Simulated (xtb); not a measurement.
xtb input file for DMAc (C₄H₉NO), SMILES CC(=O)N(C)C, GFN2-xTB. 

```
$ xtb mol.xyz --gfn 2 --sp --chrg 0 --uhf 0 --json
$ cat mol.xyz
15

C     -1.67230758    -0.51731786    -0.65060905
N     -0.57441797    -0.00978068     0.14048073
C     -0.87595536     0.34460717     1.50546174
C      0.67561058    -0.00428692    -0.38682562
C      1.78098740     0.46532156     0.53429007
O      0.89222732    -0.34821758    -1.53311757
H     -2.44324607     0.24713464    -0.76916703
H     -1.28023772    -0.78868610    -1.62883318
H     -2.11081392    -1.39955931    -0.17828971
H     -0.35068245     1.25152626     1.80284843
H     -0.60875063    -0.45894666     2.20020620
H     -1.94591367     0.52793931     1.59015499
H      2.72829734     0.33793264     0.01818376
H      1.65304679     1.51826069     0.77677436
H      1.79139749    -0.11133984     1.45579457
```

Output:

```
[banner left out]
          |                Calculation Setup                |
           -------------------------------------------------



           -------------------------------------------------
          |                 G F N 2 - x T B                 |
           -------------------------------------------------

        Reference                      10.1021/acs.jctc.8b01176
      * Hamiltonian:
        H0-scaling (s, p, d)           1.850000    2.230000    2.230000
        zeta-weighting                 0.500000
      * Dispersion:
        s8                             2.700000
        a1                             0.520000
        a2                             5.000000
        s9                             5.000000
      * Repulsion:
        kExp                           1.500000    1.000000
        rExp                           1.000000
      * Coulomb:
        alpha                          2.000000
        third order                    shell-resolved
        anisotropic                    true
        a3                             3.000000
        a5                             4.000000
        cn-shift                       1.200000
        cn-exp                         4.000000
        max-rad                        5.000000


          ...................................................
          :                      SETUP                      :
          :.................................................:
          :  # basis functions                  33          :
          :  # atomic orbitals                  33          :
          :  # shells                           21          :
          :  # electrons                        36          :
          :  max. iterations                   250          :
          :  Hamiltonian                  GFN2-xTB          :
          :  restarted?                      false          :
          :  GBSA solvation                  false          :
          :  PC potential                    false          :
          :  electronic temp.          300.0000000     K    :
          :  accuracy                    1.0000000          :
          :  -> integral cutoff          0.2500000E+02      :
          :  -> integral neglect         0.1000000E-07      :
          :  -> SCF convergence          0.1000000E-05 Eh   :
          :  -> wf. convergence          0.1000000E-03 e    :
          :  Broyden damping             0.4000000          :
          :  net charge                          0          :
          :  unpaired electrons                  0          :
          ...................................................

 iter      E             dE          RMSdq      gap      omega  full diag
   1    -20.3391629 -0.203392E+02  0.364E+00    5.03       0.0  T
   2    -20.3995527 -0.603898E-01  0.201E+00    4.90       1.0  T
   3    -20.4021611 -0.260838E-02  0.113E+00    5.15       1.0  T
   4    -20.4025623 -0.401190E-03  0.168E-01    5.02       1.0  T
   5    -20.4028210 -0.258770E-03  0.814E-02    5.10       1.0  T
   6    -20.4028332 -0.121176E-04  0.378E-02    5.09       1.0  T
   7    -20.4028336 -0.450828E-06  0.849E-03    5.09       3.0  T
   8    -20.4028340 -0.377394E-06  0.298E-03    5.09       8.7  T
   9    -20.4028340 -0.309015E-07  0.129E-03    5.09      20.0  T
  10    -20.4028340 -0.588897E-08  0.242E-04    5.09     106.9  T
  11    -20.4028340 -0.444761E-09  0.789E-05    5.09     327.4  T

   *** convergence criteria satisfied after 11 iterations ***

         #    Occupation            Energy/Eh            Energy/eV
      -------------------------------------------------------------
         1        2.0000           -0.6867651             -18.6878
       ...           ...                  ...                  ...
        12        2.0000           -0.4895272             -13.3207
        13        2.0000           -0.4818067             -13.1106
        14        2.0000           -0.4767670             -12.9735
        15        2.0000           -0.4670679             -12.7096
        16        2.0000           -0.4625861             -12.5876
        17        2.0000           -0.3861149             -10.5067
        18        2.0000           -0.3840003             -10.4492 (HOMO)
        19                         -0.1970249              -5.3613 (LUMO)
        20                          0.0005794               0.0158
        21                          0.0860748               2.3422
        22                          0.1181646               3.2154
        23                          0.1226149               3.3365
       ...                                ...                  ...
        33                          0.6330468              17.2261
      -------------------------------------------------------------
                  HL-Gap            0.1869755 Eh            5.0879 eV
             Fermi-level           -0.2905126 Eh           -7.9053 eV

 SCC (total)                   0 d,  0 h,  0 min,  0.013 sec
 SCC setup                      ...        0 min,  0.000 sec (  1.353%)
 Dispersion                     ...        0 min,  0.000 sec (  1.092%)
 classical contributions        ...        0 min,  0.000 sec (  0.359%)
 integral evaluation            ...        0 min,  0.002 sec ( 14.542%)
 iterations                     ...        0 min,  0.006 sec ( 47.158%)
 molecular gradient             ...        0 min,  0.004 sec ( 33.518%)
 printout                       ...        0 min,  0.000 sec (  1.852%)

         :::::::::::::::::::::::::::::::::::::::::::::::::::::
         ::                     SUMMARY                     ::
         :::::::::::::::::::::::::::::::::::::::::::::::::::::
         :: total energy             -20.154264897401 Eh    ::
         :: gradient norm              0.000352015020 Eh/a0 ::
         :: HOMO-LUMO gap              5.087861097426 eV    ::
         ::.................................................::
         :: SCC energy               -20.402816356830 Eh    ::
         :: -> isotropic ES            0.039884105449 Eh    ::
         :: -> anisotropic ES          0.003322560855 Eh    ::
         :: -> anisotropic XC          0.007765310216 Eh    ::
         :: -> dispersion             -0.008415450852 Eh    ::
         :: repulsion energy           0.248551459429 Eh    ::
         :: add. restraining           0.000000000000 Eh    ::
         :: total charge              -0.000000000000 e     ::
         :::::::::::::::::::::::::::::::::::::::::::::::::::::

           -------------------------------------------------
          |                Property Printout                |
           -------------------------------------------------

    * Orbital Energies and Occupations

         #    Occupation            Energy/Eh            Energy/eV
      -------------------------------------------------------------
         1        2.0000           -0.6867651             -18.6878
       ...           ...                  ...                  ...
         6        2.0000           -0.5645415             -15.3620
         7        2.0000           -0.5516086             -15.0100
         8        2.0000           -0.5439061             -14.8004
         9        2.0000           -0.5368391             -14.6081
        10        2.0000           -0.5068656             -13.7925
        11        2.0000           -0.4946433             -13.4599
        12        2.0000           -0.4895272             -13.3207
        13        2.0000           -0.4818067             -13.1106
        14        2.0000           -0.4767670             -12.9735
        15        2.0000           -0.4670679             -12.7096
        16        2.0000           -0.4625861             -12.5876
        17        2.0000           -0.3861149             -10.5067
        18        2.0000           -0.3840003             -10.4492 (HOMO)
        19                         -0.1970249              -5.3613 (LUMO)
        20                          0.0005794               0.0158
        21                          0.0860748               2.3422
        22                          0.1181646               3.2154
        23                          0.1226149               3.3365
        24                          0.1630039               4.4356
        25                          0.1718732               4.6769
        26                          0.1819251               4.9504
        27                          0.1993391               5.4243
        28                          0.2065103               5.6194
        29                          0.2236552               6.0860
       ...                                ...                  ...
        33                          0.6330468              17.2261
      -------------------------------------------------------------
                  HL-Gap            0.1869755 Eh            5.0879 eV
             Fermi-level           -0.2905126 Eh           -7.9053 eV

     #   Z          covCN         q      C6AA      α(0)
     1   6 C        3.702    -0.049    21.611     6.647
     2   7 N        2.732    -0.095    23.106     7.139
     3   6 C        3.695    -0.049    21.641     6.655
     4   6 C        2.761     0.267    22.490     7.766
     5   6 C        3.755    -0.138    23.215     6.870
     6   8 O        0.859    -0.448    22.665     6.383
     7   1 H        0.924     0.045     2.386     2.416
     8   1 H        0.925     0.088     1.899     2.155
     9   1 H        0.924     0.045     2.390     2.417
    10   1 H        0.925     0.056     2.244     2.343
    11   1 H        0.924     0.046     2.375     2.410
    12   1 H        0.925     0.059     2.205     2.322
    13   1 H        0.925     0.069     2.098     2.265
    14   1 H        0.925     0.053     2.282     2.362
    15   1 H        0.925     0.052     2.293     2.368

 Mol. C6AA /au·bohr⁶  :       1747.110628
 Mol. C8AA /au·bohr⁸  :      36790.548752
 Mol. α(0) /au        :         62.519334


Wiberg/Mayer (AO) data.
largest (>0.10) Wiberg bond orders for each atom

 ---------------------------------------------------------------------------
     #   Z sym  total        # sym  WBO       # sym  WBO       # sym  WBO
 ---------------------------------------------------------------------------
     1   6 C    3.968 --     2 N    0.999     9 H    0.978     7 H    0.978
                             8 H    0.972
     2   7 N    3.484 --     4 C    1.239     3 C    1.007     1 C    0.999
                             6 O    0.195
     3   6 C    3.975 --     2 N    1.007    12 H    0.981    10 H    0.976
                            11 H    0.974
     4   6 C    3.953 --     6 O    1.672     2 N    1.239     5 C    0.983
     5   6 C    3.995 --    13 H    0.984     4 C    0.983    15 H    0.973
                            14 H    0.967
     6   8 O    1.994 --     4 C    1.672     2 N    0.195
     7   1 H    0.998 --     1 C    0.978
     8   1 H    0.992 --     1 C    0.972
     9   1 H    0.998 --     1 C    0.978
    10   1 H    0.997 --     3 C    0.976
    11   1 H    0.998 --     3 C    0.974
    12   1 H    0.996 --     3 C    0.981
    13   1 H    0.995 --     5 C    0.984
    14   1 H    0.997 --     5 C    0.967
    15   1 H    0.997 --     5 C    0.973
 ---------------------------------------------------------------------------

Topologies differ in total number of bonds
Writing topology from bond orders to xtbtopo.mol

molecular dipole:
                 x           y           z       tot (Debye)
 q only:       -0.748       0.299       1.290
   full:       -0.788       0.359       1.557       4.530
molecular quadrupole (traceless):
                xx          xy          yy          xz          yz          zz
 q only:        2.773       1.622      -0.005       3.443      -0.077      -2.768
Note: The following floating-point exceptions are signalling: IEEE_UNDERFLOW_FLAG IEEE_DENORMAL
normal termination of xtb
  q+dip:        3.153       1.589       1.175       3.721      -1.079      -4.328
   full:        2.924       1.634       1.307       3.957      -1.030      -4.231


           -------------------------------------------------
          | TOTAL ENERGY              -20.154264897401 Eh   |
          | GRADIENT NORM               0.000352015020 Eh/α |
          | HOMO-LUMO GAP               5.087861097426 eV   |
           -------------------------------------------------

------------------------------------------------------------------------
------------------------------------------------------------------------
 total:
 SCF:
```

The calculation finished and met its thresholds.
